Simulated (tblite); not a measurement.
Start geometry of `N#C[Si@H]1NCCN[SiH2]1` from a force field or distance geometry (Å):
```
atom  x, y, z in Å
N1     2.4334    3.1307    1.5351
C2     1.9653    2.3217    0.8358
Si3    1.2611    1.0143   -0.2823
N4     1.3825   -0.6141    0.2745
C5     0.3883   -1.6552   -0.0938
C6    -1.1047   -1.3586    0.2891
N7    -1.7485   -0.2353   -0.4356
Si8   -1.0949    1.3734   -0.3722
H9     1.8442    1.0070   -1.6506
H10    2.3095   -0.9641    0.0552
H11    0.6777   -2.5870    0.3972
H12    0.4472   -1.8503   -1.1786
H13   -1.6863   -2.2619    0.0891
H14   -1.1617   -1.1926    1.3724
H15   -2.7298   -0.1841   -0.1479
H16   -1.5615    2.0976   -1.5724
H17   -1.6288    1.9704    0.8752
```

Problem. What comes out of this run: GFN2-xTB geometry optimisation, gas phase (tblite)?

Solution. 
```
atom  x, y, z in Å
N1     2.6879    2.7329    1.5630
C2     2.0991    2.0718    0.8354
Si3    1.1080    1.0636   -0.3882
N4     1.2943   -0.5367    0.2214
C5     0.3736   -1.5969   -0.1380
C6    -1.0475   -1.3200    0.3680
N7    -1.7018   -0.2715   -0.3921
Si8   -1.1698    1.3684   -0.3662
H9     1.8181    1.3265   -1.6626
H10    2.2132   -0.8820    0.4528
H11    0.7165   -2.5304    0.3153
H12    0.3299   -1.7423   -1.2260
H13   -1.6255   -2.2421    0.2633
H14   -0.9904   -1.0750    1.4373
H15   -2.6885   -0.4458   -0.5012
H16   -1.7687    1.9363   -1.5780
H17   -1.6556    2.1553    0.7859
```

The energy falls by 54.3 kJ/mol over 66 L-BFGS steps, the largest force on an atom goes from 2.54 to 0.008 eV/Å, and the atoms move by 0.253 Å rms after alignment. The bond that changes most is Si3–Si8 (SiH silicon to SiH2 silicon), which shortens by 0.087 Å. Bonds longer at the end by more than 0.005 Å: 1 of 17; shorter: 11. Among the angles that change most is C2–Si3–N4, from 116.3° to 102.2°. Among the dihedrals that turn most is H14–C6–N7–H15, from -60° to -94°. Rotational constants go from 2262, 1012, 779.0 to 2326, 1048, 814.1 MHz. The orientation of the end geometry is arbitrary; only internal coordinates are fixed.

On one thread, Intel Xeon Platinum 8488C (x86_64), shared host, this took 0.58 s.

Its GFN2-xTB frequencies are all real (lowest 50 cm⁻¹). The numbers are those of one conformer.

These are computed values.
